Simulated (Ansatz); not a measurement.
Basis-set extrapolation for `O[SiH][SiH](O)Cl` radical (PBE0-D4/def2-TZVP geometry, frozen core, Ansatz 0.2.0). Multiplicity 2, UHF reference.

```tsv
	def2-TZVPP	def2-QZVPP
HF	-1189.640738	-1189.679301
MP2 correlation	-0.884600	-0.962304
CCSD(T) correlation	-0.964434	not run
```

Energies in hartree. Use E(X) = E(∞) + A·exp(−7.88·√X) for Hartree–Fock and E(X) = E(∞) + B·X^(−2.97) for correlation, with X = 3 and 4, and add CCSD(T) minus MP2 of the smaller set to the MP2 limit.

Task: What is the CCSD(T) energy at the basis-set limit?

Result: HF limit: -1189.679301 + (-0.038563) × 0.13774 = -1189.68461. MP2 limit: -0.962304 + (-0.077704) × 0.74074 = -1.01986. Higher-order term: -0.964434 − (-0.884600) = -0.07983. Total: -1190.78430 hartree, 112.4 kcal/mol below CCSD(T)/def2-TZVPP.
